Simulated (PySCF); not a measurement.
# Correlation energy of Ir (iridium, neutral)

[Xe] 4f14 5d7 6s1 6p1, one real determinant (an excited configuration). Calculation: PySCF 2.14, in def2-TZVPPD with the def2 core potential (60 electrons) (6s5p3d2f1g, 59 functions); scalar relativity through the core potential. Frozen: 5s2 5p6; 9 electrons correlated.

```tsv
level	correlation energy (mhartree)
CCSD	-185.41
(T)	-6.27
CCSD(T)	-191.68
```

Diagnostics: T1 = 0.013, D1 = 0.0358, largest double amplitude 0.051.

Is a single reference adequate?

Yes, within this model without spin-orbit coupling: T1 lies below 0.03 and no double amplitude reaches 0.07.

The reference is one real determinant that mixes LS terms of this configuration.
